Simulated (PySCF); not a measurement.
CH₇Cl₂NSi₂, SMILES C[Si](Cl)(Cl)N[SiH3].

Geometry: PBE0-D3(BJ)/def2-SVP. One conformer was computed; it need not be the lowest.

Calculation: PBE0-D3(BJ)/def2-SVP run with PySCF 2.14.0.

Frequencies are harmonic and unscaled.

Question: Give all harmonic wavenumbers and intensities. (An estimate is asked for; the answer gives what the named calculation found.)

Answer: 
```tsv
mode	ν (cm⁻¹)	IR (km/mol)	moving atoms (share of kinetic energy)
1	23	1.0	Si 32 %, Cl 27 %, H 22 %, N 13 %
2	65	0.2	H 93 %
3	114	1.5	Si 29 %, Cl 27 %, H 19 %, C 19 %
4	159	0.8	H 74 %, Cl 17 %
5	166	1.4	Cl 51 %, H 25 %, N 11 %
6	183	0.6	C 33 %, H 29 %, Cl 20 %, Si 12 %
7	220	10.1	Cl 27 %, Si 26 %, C 20 %, H 20 %
8	267	5.3	N 28 %, Cl 24 %, H 23 %, Si 16 %, C 9 %
9	274	1.3	Cl 34 %, Si 28 %, N 19 %, H 16 %
10	392	46.6	H 79 %, N 16 %
11	480	47.7	Cl 43 %, Si 19 %, C 15 %, H 14 %, N 10 %
12	574	123.4	Si 55 %, Cl 34 %, H 9 %
13	633	26.9	H 46 %, Si 40 %, N 8 %
14	715	60.8	H 80 %, N 9 %, Si 9 %
15	731	37.7	H 36 %, C 27 %, Si 27 %, N 9 %
16	793	60.5	H 50 %, Si 21 %, C 18 %, N 10 %
17	812	73.4	H 68 %, C 20 %, Si 9 %
18	821	147.7	H 46 %, Si 22 %, N 20 %, C 12 %
19	928	68.8	H 96 %
20	943	414.3	H 56 %, Si 22 %, N 22 %
21	959	109.4	H 87 %
22	1001	34.8	H 78 %, N 13 %, Si 9 %
23	1194	266.3	H 62 %, N 34 %
24	1271	39.0	H 76 %, C 23 %
25	1421	3.5	H 96 %
26	1422	6.1	H 96 %
27	2228	129.8	H 96 %
28	2235	115.7	H 98 %
29	2252	87.7	H 97 %
30	3067	0.2	H 97 %
31	3177	0.2	H 91 %, C 9 %
32	3184	0.1	H 91 %, C 9 %
33	3610	59.1	H 93 %
```
